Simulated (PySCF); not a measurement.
C4H9F3Si2.
SMILES: `C[SiH2]/C=C(\[SiH3])C(F)(F)F`

Torsions of this conformer, `[CH3:1][SiH2:2]/[CH:3]=[C:4](\[SiH3:5])[C:6]([F:7])([F:8])[F:9]`: C1–Si2–C3–C4 95°, C3–C4–C6–F7 -4°.

The closed-shell ground state was solved at several levels (PySCF, density fitting, gas phase, non-relativistic). The structure is a single PBE0-D3(BJ)/def2-SVP conformer in the gas phase; no vibrational or solvent corrections.

```tsv
level	basis functions	total energy (Eh)	HOMO (eV)	LUMO (eV)	gap (eV)	dipole (D)
PBE0/pcSseg-1	212	-1035.5696	-8.42	-1.59	6.83	2.52
B3LYP/def2-SVPD	269	-1035.8935	-8.19	-1.80	6.39	2.64
```

Q: Estimate the row for B97-2/pcSseg-1, a basis of 212 functions; the other rows only guide the guess.

A: Total energy -1036.1661 Eh, HOMO -8.16 eV, LUMO -1.61 eV, gap 6.55 eV, dipole 2.52 D.

Q: Over all these levels, which gives the widest orbital gap and which the narrowest?

A: PBE0/pcSseg-1 (global hybrid, 25 % exact exchange) has the widest, 6.83 eV, and B3LYP/def2-SVPD (global hybrid, 20 % exact exchange) the narrowest, 6.39 eV. Functional and basis both differ between the two, so the spread mixes both effects.

Q: How far do the dipole and the HOMO energy spread over the levels?

A: The dipole runs from 2.52 to 2.64 D (mean 2.56 D) and the HOMO from -8.42 to -8.16 eV.
